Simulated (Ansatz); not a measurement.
Start from `[F][SnH2][SH]` and change one atom or group to get `[SH][SnH2][SH]`.

Ansatz, PBE0-D4/def2-TZVP geometries, multiplicity 1. Each molecule was computed in one conformer, which needn't be the lowest.

Elements past krypton have def2 core potentials.

```
                             property  `[F][SnH2][SH]`
HOMO energy (ωB97M-V/def2-TZVPP) / eV           -10.09
   HOMO energy (PBE0/def2-TZVPP) / eV            -7.89
  LUMO energy (B3LYP/def2-TZVPP) / eV            -1.23
  HOMO energy (B3LYP/def2-TZVPP) / eV            -7.63
    LUMO energy (PBE/def2-TZVPP) / eV            -1.84
 HOMO–LUMO gap (PBE0/def2-TZVPP) / eV             6.98
```

Problem. Give the same properties after the change, and the shifts. (Estimate.)

Solution. Computed: 
```tsv
property	`[SH][SnH2][SH]`	shift
HOMO energy (ωB97M-V/def2-TZVPP) / eV	-9.49	0.60
HOMO energy (PBE0/def2-TZVPP) / eV	-7.34	0.55
LUMO energy (B3LYP/def2-TZVPP) / eV	-1.28	-0.05
HOMO energy (B3LYP/def2-TZVPP) / eV	-7.09	0.54
LUMO energy (PBE/def2-TZVPP) / eV	-1.87	-0.03
HOMO–LUMO gap (PBE0/def2-TZVPP) / eV	6.35	-0.63
```

With PBE0 the HOMO rises by 0.55 eV and the LUMO falls by 0.08 eV, so the gap narrows by about 0.63 eV. PBE moves the HOMO by 0.50 eV and ωB97M-V by 0.60 eV. The zero-point energy changes by 18.1 kJ/mol with +3 modes.

B3LYP here is the variant with VWN-RPA as its local correlation; programs differ in this.
